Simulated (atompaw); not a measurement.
# Cutoff test, La (Z = 57), PAW (atompaw)

lanthanum, PAW, made with atompaw 4.2.0.5 (PBE, scalar-relativistic). Core [Kr] 4d10, reference 4f0 5s2 5p6 5d1 6s2 6p0. Waves: 5s (bound): rc 2.25 bohr; 6s (bound): rc 2.30 bohr; 5p (bound): rc 3.00 bohr; 6p (bound, empty): rc 3.00 bohr; 5d (bound): rc 3.00 bohr; 5d channel at 0.7 Ry: rc 3.00 bohr; 4f (bound, empty): rc 1.15 bohr; 4f channel at 1.35 Ry: rc 1.15 bohr. Local part: troulliermartins scheme with l = 4 at 0 Ry, radius 2.15 bohr. Core correction: smooth core density matched at 2.95 bohr. Augmentation charge: sinc compensation charge, radius 2.70 bohr; PAW radius 3.00 bohr; waves and projectors: custom polynom2 7 10 vanderbiltortho.

The pseudo-atom Hamiltonian at the reference potential is diagonalised in spherical Bessel functions j_l(qr) that vanish at 20 bohr, with q² up to the cutoff. All-electron valence levels (Ry): 5s -2.8609, 6s -0.2704, 5p -1.6464, 6p -0.0994, 5d -0.2271, 4f -0.3193.

How do the lowest levels (Ry) of each channel move with the cutoff, and are there ghosts?

| cutoff (Ry) | s #1 | s #2 | p #1 | p #2 | p #3 | d #1 | f #1 | f #2 | Σ f·Δε (mRy) |
| --- | --- | --- | --- | --- | --- | --- | --- | --- | --- |
| 8 | -2.8586 | -0.2697 | -1.6330 | -0.0982 | 0.0449 | -0.2095 | 0.0887 | 0.1924 | 104.2 |
| 10 | -2.8588 | -0.2698 | -1.6416 | -0.0989 | 0.0447 | -0.2198 | 0.0887 | 0.1922 | 41.5 |
| 12 | -2.8596 | -0.2701 | -1.6430 | -0.0991 | 0.0446 | -0.2243 | 0.0887 | 0.1920 | 26.7 |
| 18 | -2.8608 | -0.2704 | -1.6451 | -0.0992 | 0.0446 | -0.2255 | 0.0887 | 0.1917 | 9.5 |
| 21 | -2.8609 | -0.2704 | -1.6456 | -0.0993 | 0.0445 | -0.2263 | 0.0887 | 0.1915 | 5.7 |
| 25 | -2.8609 | -0.2704 | -1.6457 | -0.0993 | 0.0445 | -0.2266 | 0.0886 | 0.1914 | 4.6 |
| 30 | -2.8609 | -0.2704 | -1.6461 | -0.0993 | 0.0445 | -0.2267 | 0.0886 | 0.1913 | 2.1 |
| 35 | -2.8609 | -0.2704 | -1.6462 | -0.0993 | 0.0445 | -0.2270 | 0.0886 | 0.1912 | 1.6 |
| 45 | -2.8609 | -0.2705 | -1.6463 | -0.0993 | 0.0445 | -0.2270 | 0.0886 | 0.1912 | 0.6 |
| 50 | -2.8609 | -0.2705 | -1.6463 | -0.0993 | 0.0445 | -0.2271 | 0.0886 | 0.1912 | 0.5 |
| 55 | -2.8609 | -0.2705 | -1.6463 | -0.0993 | 0.0445 | -0.2271 | 0.0886 | 0.1911 | 0.4 |
| 400 | -2.8609 | -0.2705 | -1.6464 | -0.0993 | 0.0445 | -0.2271 | -0.0873 | 0.0897 | 0.0 |

Result: no extra level below or beside the all-electron valence levels (s, p, d, f tested); 10 mRy is reached at 18 Ry and 1 mRy at 45 Ry.

The cutoffs count occupied waves only; the empty 4f level needs over 300 Ry at the loose tolerance.
